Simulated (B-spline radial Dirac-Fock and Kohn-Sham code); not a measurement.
Ru²²⁺: scattering cross sections and density moments

System: ruthenium as Ru²²⁺, configuration [Ar] 3d4.

Calculated with a B-spline atomic structure program, using configuration-average Dirac-Fock orbitals.

```
Sum of ⟨r⟩                          : 5.438 bohr
Sum of ⟨r²⟩                         : 1.975 bohr²
Sum of ⟨1/r⟩                        : 218.20 per bohr
Langevin diamagnetic susceptibility : -1.56 × 10⁻⁶ cm³/mol
Lamb shielding (α²/3)Σ⟨1/r⟩         : 3873 ppm
```

Coherent scattering is the Thomson cross section weighted by f₀², without anomalous dispersion; incoherent scattering is Klein-Nishina weighted by S. The Lamb formula is the non-relativistic shielding expression. Electron correlation is left out. A dash stands where the photon energy is too low for the impulse approximation behind that column.

```csv
hν (keV),coherent (b),incoherent (b),incoherent per electron (b)
1,320.6,–,–
2,316.5,–,–
5,290.3,–,–
8.0478,250.3,1.555,0.0707
50,34.95,8.286,0.377
100,11.20,9.045,0.411
200,3.282,8.295,0.377
500,0.5732,6.228,0.283
```

Incoherent scattering overtakes coherent scattering between 100 and 200 keV.
